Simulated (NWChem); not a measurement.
Everything below was run with NWChem. System: CHF, charge 0, spin multiplicity 1, at a geometry optimised with B3LYP/def2-SVP. The structure started from a generated list of species. Level: MP2/def2-TZVPD, 2 core orbitals frozen.

NWChem printed:

```
             Northwest Computational Chemistry Package (NWChem) 7.3.0
             --------------------------------------------------------

                                NWChem Input Module
                                -------------------

 Scaling coordinates for geometry "geometry" by  1.889725989
 (inverse scale =  0.529177249)

 Turning off AUTOSYM since
 SYMMETRY directive was detected!

                             Geometry "geometry" -> ""
                             -------------------------

 Output coordinates in angstroms (scale by  1.889725989 to convert to a.u.)

  No.       Tag          Charge          X              Y              Z
 ---- ---------------- ---------- -------------- -------------- --------------
    1 C                    6.0000     0.56061400    -0.45268500     0.00000000
    2 F                    9.0000    -0.52655900     0.26421900     0.00000000
    3 H                    1.0000     1.37534300     0.33813400     0.00000000

 Effective nuclear repulsion energy (a.u.)      27.2415741339

            Nuclear Dipole moment (a.u.)
            ----------------------------
        X                 Y               Z
 ---------------- ---------------- ----------------
    -0.0000075589    -0.0000094486     0.0000000000

      Symmetry information
      --------------------

 Group name             Cs
 Group number              2
 Group order               2
 No. of unique centers     3

      Symmetry unique atoms

     1    2    3


 Summary of "ao basis" -> "" (spherical)
 ------------------------------------------------------------------------------
       Tag                 Description            Shells   Functions and Types
 ---------------- ------------------------------  ------  ---------------------
 *                         def2-tzvpd                 on all atoms

 Summary of "ao basis" -> "ao basis" (spherical)
 ------------------------------------------------------------------------------
       Tag                 Description            Shells   Functions and Types
 ---------------- ------------------------------  ------  ---------------------
 C                         def2-tzvpd               13       37   6s3p3d1f
 F                         def2-tzvpd               14       40   6s4p3d1f
 H                         def2-tzvpd                5        9   3s2p

                                 NWChem SCF Module
                                 -----------------
[...]
    Atom       Charge   Shell Charges
 -----------   ------   -------------------------------------------------------
    1 C    6     5.94   0.86  1.12  0.61  0.88  0.22  0.01  0.92  0.94  0.25  0.03  0.08 -0.00  0.01
    2 F    9     9.17   0.77  1.20  0.60  1.01  0.32  0.00  2.24  2.26  0.74  0.01  0.00  0.02 -0.00  0.00
    3 H    1     0.89   0.26  0.50  0.09  0.02  0.02

       Multipole analysis of the density wrt the origin
       ------------------------------------------------

     L   x y z        total         open         nuclear
     -   - - -        -----         ----         -------
     0   0 0 0     -0.000000      0.000000     16.000000

     1   1 0 0      0.362364      0.000000     -0.000008
     1   0 1 0      0.491338      0.000000     -0.000009
     1   0 0 1      0.000000      0.000000      0.000000

     2   2 0 0     -8.013087      0.000000     22.400130
     2   1 1 0      0.924109      0.000000     -8.248377
     2   1 0 1     -0.000000      0.000000      0.000000
     2   0 2 0    -10.313969      0.000000      7.042789
     2   0 1 1     -0.000000      0.000000      0.000000
     2   0 0 2     -7.626662      0.000000      0.000000

                   NWChem MP2 Semi-direct Energy/Gradient Module
                   ---------------------------------------------

  Basis functions       =     86
  Molecular orbitals    =     86
  Frozen core           =      2
  Frozen virtuals       =      0
  Active alpha occupied =      6
  Active beta occupied  =      6
  Active alpha virtual  =     78
  Active beta virtual   =     78
  Use MO symmetry       = T
  Use skeleton AO sym   = T

  AO/Fock/Back tols     =   1.0D-09  1.0D-09  1.0D-09

 GA uses MA = F    GA memory limited = T

 Available:
  local mem=  1.26D+08
 global mem=  1.44D+08
 local disk=  0.00D+00
  mp2_memr nvloc                    78
  nvloc new                    78
   1 passes of   6:        5242880                      38478                   5962223.
   1 passes of   6: M    126152890           G      144164408           F     120910010.

 Semi-direct pass number   1 of   1  for RHF alpha+beta  at        0.8s
  vrange nnbf                  3739
  mp2_eaftype                    22  avail_ma_in_mb                  1099
 EAF : mp2_eaftype filesize          22    2981112.
  mp2_eaf for mointskh                     22
Node 0 wrote     14.0 Mb in      0.0 s     Agg I/O rate:  2512.5 Mb/s
 Done moints_semi at        1.6s
  mp2_eaftype                    22  avail_ma_in_mb                  1077
 EAF : mp2_eaftype filesize          22    2981112.
  mp2_eaf for kh                    22
 Done maket at        1.6s
 Done multipass loop at        1.6s

          -------------------------------------------
          SCF energy                -137.818454357828
          Correlation energy          -0.384340619865
          Singlet pairs               -0.246280289121
          Triplet pairs               -0.138060330744
          Total MP2 energy          -138.202794977693
          -------------------------------------------

          ---------------------------------------------------
                    Spin Component Scaled (SCS) MP2
          Same spin pairs                     -0.092040220496
          Same spin scaling factor             0.333333333333
          Opposite spin pairs                 -0.292300399369
          Opposite spin scaling fact.          1.200000000000
          SCS-MP2 correlation energy          -0.381440552741
          Total SCS-MP2 energy              -138.199894910569
          ---------------------------------------------------

 -----------------------
 Performance information
 -----------------------

 Timer overhead =  9.60D-08 seconds/call

               Nr. of calls         CPU time (s)                 Wall time (s)                GFlops
             ---------------    -------------------     ------------------------------   -------------------
Name         Min   Avg   Max    Min     Avg     Max     Min     Avg     Max   Mx/calls   Min     Max     Sum
mp2: moin     1     1     1   0.74    0.74    0.74     0.74    0.74    0.74    0.74      0.0     0.0     0.0
mp2: make     1     1     1   4.92E-2 4.92E-2 4.92E-2  4.92E-2 4.92E-2 4.92E-2 4.92E-2   0.0     0.0     0.0
mp2: tota     1     1     1   0.82    0.82    0.82     0.82    0.82    0.82    0.82      0.0     0.0     0.0

 The average no. of pstat calls per process was 3.00D+00
 with a timing overhead of 2.88D-07s

 Task  times  cpu:        1.6s     wall:        1.6s

 Total times  cpu:        1.6s     wall:        1.6s
```

Question: Write an NWChem input that would produce this output.

Answer: This is not unique; one that fits is 
```
start mol
memory heap 200 mb stack 900 mb global 1100 mb
geometry units angstroms nocenter noautoz
  C      0.560614    -0.452685     0.000000
  F     -0.526559     0.264219     0.000000
  H      1.375343     0.338134     0.000000
  symmetry group Cs
end
basis spherical
  * library def2-tzvpd
end
scf
  rhf
  nopen 0
  maxiter 100
  thresh 1e-7
  semidirect memsize 60000000 filesize 0
end
mp2
  freeze core 2
end
task mp2 energy
```
